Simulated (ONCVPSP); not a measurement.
Scattering properties, ONCV potential for Rb (Z = 37)

Rb (Z = 37), optimised norm-conserving Vanderbilt (ONCV), made with ONCVPSP 4.0.1 (BLYP, scalar-relativistic). Core [Ar] 3d10, reference 4s2 4p6 5s1. Waves: 4s+5s: rc 2.55 bohr, ncon 4, nbas 7, qcut 4.7 1/bohr, 3 projectors, debl 1.5 Ha; 4p: rc 2.10 bohr, ncon 4, nbas 8, qcut 7.3 1/bohr, 1 projector; d scattering state at 0.42 Ha: rc 2.20 bohr, ncon 4, nbas 9, qcut 4.2 1/bohr, 3 projectors, debl 3.5 Ha. Local part: polynomial inside 1.50 bohr (lpopt 1, dvloc0 3 Ha). Core correction: Teter function, fcfact 4.75, rcfact 1.25.

The phase is arctan(r·R′/R) of the radial function R(r), unwrapped; energies in Ha, scanned from -3 to 5 Ha. A pole is an energy at which the radial function vanishes at the test radius. The pseudo phase is shifted by a multiple of π to meet the all-electron one at the reference energy, and phase errors are pseudo minus all-electron; the curves can meet again beyond the range given. Levels narrower than the energy grid can be missing from the lists of poles.

| channel | radius (bohr) | reference energy (Ha) | poles, all-electron | poles, pseudo | unbroken range about the reference energy with phases within 0.05 rad | phase error 1 Ha above the reference energy (rad) |
| --- | --- | --- | --- | --- | --- | --- |
| s | 2.59 | -0.08 | -1.04, 2.45 | -1.04, 2.45 | below 4.5 | +0.000 |
| p | 2.13 | -0.58 | 0.08 | 0.07, 4.52 | below 1.3 | -0.006 |
| d | 2.24 | 0.42 | 1.26 | 1.26 | the whole range | -0.001 |

Phases in the s channel:

```json
{"E (Ha)": "-2.98", "all-electron": "1.355", "pseudo": "1.355"}
{"E (Ha)": "-2.76", "all-electron": "1.340", "pseudo": "1.340"}
{"E (Ha)": "-2.54", "all-electron": "1.322", "pseudo": "1.322"}
{"E (Ha)": "-2.32", "all-electron": "1.298", "pseudo": "1.298"}
{"E (Ha)": "-2.10", "all-electron": "1.265", "pseudo": "1.265"}
{"E (Ha)": "-1.88", "all-electron": "1.214", "pseudo": "1.214"}
{"E (Ha)": "-1.66", "all-electron": "1.112", "pseudo": "1.112"}
{"E (Ha)": "-1.44", "all-electron": "0.765", "pseudo": "0.765"}
{"E (Ha)": "-1.22", "all-electron": "-1.101", "pseudo": "-1.101"}
{"E (Ha)": "-1.00", "all-electron": "-1.614", "pseudo": "-1.614"}
{"E (Ha)": "-0.78", "all-electron": "-1.758", "pseudo": "-1.758"}
{"E (Ha)": "-0.56", "all-electron": "-1.859", "pseudo": "-1.859"}
{"E (Ha)": "-0.34", "all-electron": "-1.969", "pseudo": "-1.969"}
{"E (Ha)": "-0.12", "all-electron": "-2.129", "pseudo": "-2.129"}
{"E (Ha)": "0.10", "all-electron": "-2.419", "pseudo": "-2.419"}
{"E (Ha)": "0.32", "all-electron": "-2.995", "pseudo": "-2.995"}
{"E (Ha)": "0.54", "all-electron": "-3.716", "pseudo": "-3.716"}
{"E (Ha)": "0.76", "all-electron": "-4.139", "pseudo": "-4.139"}
{"E (Ha)": "0.98", "all-electron": "-4.348", "pseudo": "-4.348"}
{"E (Ha)": "1.20", "all-electron": "-4.465", "pseudo": "-4.465"}
{"E (Ha)": "1.42", "all-electron": "-4.540", "pseudo": "-4.540"}
{"E (Ha)": "1.64", "all-electron": "-4.593", "pseudo": "-4.593"}
{"E (Ha)": "1.86", "all-electron": "-4.634", "pseudo": "-4.634"}
{"E (Ha)": "2.08", "all-electron": "-4.667", "pseudo": "-4.667"}
{"E (Ha)": "2.30", "all-electron": "-4.695", "pseudo": "-4.695"}
{"E (Ha)": "2.52", "all-electron": "-4.721", "pseudo": "-4.721"}
{"E (Ha)": "2.74", "all-electron": "-4.746", "pseudo": "-4.746"}
{"E (Ha)": "2.96", "all-electron": "-4.771", "pseudo": "-4.772"}
{"E (Ha)": "3.18", "all-electron": "-4.799", "pseudo": "-4.800"}
{"E (Ha)": "3.40", "all-electron": "-4.832", "pseudo": "-4.832"}
{"E (Ha)": "3.62", "all-electron": "-4.872", "pseudo": "-4.873"}
{"E (Ha)": "3.84", "all-electron": "-4.929", "pseudo": "-4.930"}
{"E (Ha)": "4.06", "all-electron": "-5.017", "pseudo": "-5.020"}
{"E (Ha)": "4.28", "all-electron": "-5.181", "pseudo": "-5.190"}
{"E (Ha)": "4.50", "all-electron": "-5.579", "pseudo": "-5.615"}
{"E (Ha)": "4.72", "all-electron": "-6.518", "pseudo": "-6.598"}
{"E (Ha)": "4.94", "all-electron": "-7.210", "pseudo": "-7.254"}
```
